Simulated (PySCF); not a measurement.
## A small calculation by hand: refractive index and permittivity of the vapour

AlFH4OSi, SMILES [F][AlH][O][SiH3].

Geometry: B3LYP-D3(BJ)/def2-SVP. One conformer was computed; it need not be the lowest.

PySCF with CAM-B3LYP/def2-TZVP gives a mean static polarisability of 50.3 bohr³ and a dipole moment of 1.23 D. Take an ideal gas at 298.15 K and 0.01 bar, whether or not the substance is that volatile.

Problem. Work out n − 1 in the optical limit and the static ε − 1.

Solution. 
Polarisability volume α' = 50.3 × 0.148185 = 7.45 Å³. Number density N = p/kT = 2.43e-7 Å⁻³.
Dilute limit of Lorentz–Lorenz: n − 1 = 2π N α' = 1.1e-5.
Orientation term of Debye: μ²/(3kT) = 8.098 Å³ × μ²(D²) = 12.25 Å³.
ε − 1 = 4π N (α' + μ²/3kT) = 6.0e-5. Orientation of the dipole supplies 62 % of the static response; it can't follow optical fields. Vibrational polarisation and dispersion are left out.
